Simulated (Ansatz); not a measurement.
Geometry optimisation, Ansatz 0.2.0, RHF/def2-SVP.

Input:

```yaml
crystal:
  periodic: [false, false, false]
  atoms:
    - { symbol: Zr, position_ang: [0.0, 0.0, 0.0] }
    - { symbol: "N", position_ang: [0.0, 0.0, 2.21] }
    - { symbol: H, position_ang: [-0.877, -0.2713, 2.74] }
    - { symbol: H, position_ang: [0.877, 0.2713, 2.74] }
    - { symbol: F, position_ang: [1.8671, 0.0, -0.6593] }
    - { symbol: O, position_ang: [-0.975, 1.6891, -0.6893] }
    - { symbol: H, position_ang: [-1.9328, 1.4584, -0.9117] }
    - { symbol: F, position_ang: [-0.9326, -1.6157, -0.6593] }
basis:
  gaussian: { orbitals: def2-SVP }
hamiltonian:
  xc: hf
relax:
  f_tol: 0.02
  max_steps: 40
```

Command:

```bash
$ ansatz run input.yaml --threads 1 --pin off --max-ram 2048MiB --backend cpu --events-out ev --progress --plain --runs-dir out
```

Task: Where does it end, and by what steps?

Result: It converged. The force dipped under the threshold on the way, but the program's further checks kept it going. After 18 steps the energy has fallen by 1.238 eV; H3 moved furthest, 0.92 Å.

```csv
step,energy less start (eV),largest force component (eV/Å),accepted
0,0.0000,3.284,yes
1,-0.6349,4.634,yes
2,-1.0453,0.766,yes
3,-1.0914,0.524,yes
4,-1.1342,0.829,yes
5,-1.1884,0.613,yes
6,-1.2135,0.418,yes
7,-1.2233,0.045,yes
8,-1.2222,0.463,no
9,-1.2264,0.057,yes
10,-1.2279,0.303,yes
11,-1.2352,0.025,yes
12,-1.2370,0.070,yes
13,-1.2086,1.025,no
14,-1.2378,0.008,yes
15,-1.2374,0.107,no
16,-1.2380,0.021,yes
17,-1.2379,0.040,no
18,-1.2381,0.013,yes
```

```xyz
8
Properties=species:S:1:pos:R:3
Zr -0.030 -0.058 0.043
N -0.012 -0.004 2.079
H -0.575 0.595 2.659
H 0.561 -0.573 2.680
F 1.744 0.268 -0.625
O -1.288 1.258 -0.555
H -1.878 1.872 -0.955
F -0.495 -1.827 -0.555
```

Whether the end is a true minimum wasn't checked by a vibrational analysis.

Time of the run: 61 s on 1 thread of Arm Neoverse V1 (shared host), peak memory 0.2 GiB.
